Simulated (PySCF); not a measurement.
In(Me)(Et)(OEt), SMILES CC[O][In]([CH3])[CH2]C (C5H13InO), GFN2-xTB optimised geometry.

```
20

In    -0.64    -0.45     0.00
C     -1.64    -2.47    -0.17
H     -1.93    -2.82     0.82
H     -0.92    -3.16    -0.61
H     -2.53    -2.40    -0.80
C     -1.13     1.76     0.00
C     -2.53     2.08    -0.48
H     -0.37     2.20    -0.65
H     -0.96     2.12     1.02
H     -3.28     1.61     0.17
H     -2.69     1.73    -1.50
H     -2.71     3.16    -0.46
O      1.37    -0.45     0.00
C      2.27    -1.49     0.21
C      2.03    -2.23     1.53
H      2.23    -2.22    -0.62
H      3.28    -1.06     0.22
H      1.04    -2.68     1.52
H      2.78    -3.00     1.67
H      2.08    -1.52     2.35
```

Density from PBE0/def2-SVP, def2 effective core potentials past Kr (PySCF 2.14.0) at that geometry. The core electrons that the potentials of In replace are not part of the density.

Minimum of the electron density along straight lines between bonded atoms, close to the bond critical point (lines longer than 1.1 times the sum of covalent radii, or with two minima, are not listed):

```tsv
bond	length / Å	ρ at the minimum / e bohr⁻³	∇²ρ there / e bohr⁻⁵	position (fraction from the first atom)
In1–C2	2.266	0.080	___	0.51
C2–H3	1.088	0.271	-0.98	0.63
C2–H4	1.088	0.272	-0.98	0.63
C2–H5	1.086	0.273	-0.99	0.63
In1–C6	2.266	0.081	___	0.51
C6–C7	1.517	0.244	-0.55	0.50
C6–H8	1.090	0.274	-0.99	0.63
C6–H9	1.091	0.273	-0.98	0.63
C7–H10	1.090	0.275	-0.99	0.62
C7–H11	1.090	0.275	-0.99	0.62
C7–H12	1.092	0.274	-0.99	0.62
In1–O13	2.009	0.096	___	0.52
O13–C14	1.392	0.270	-0.48	0.66
C14–C15	1.528	0.247	-0.58	0.50
C14–H16	1.102	0.276	-1.00	0.62
C14–H17	1.101	0.278	-1.02	0.63
C15–H18	1.093	0.272	-0.96	0.62
C15–H19	1.088	0.275	-1.00	0.62
```

Problem. What belongs in the gaps?

Solution. 
- In1–C2, ∇²ρ there / e bohr⁻⁵: 0.13
- In1–C6, ∇²ρ there / e bohr⁻⁵: 0.12
- In1–O13, ∇²ρ there / e bohr⁻⁵: 0.59
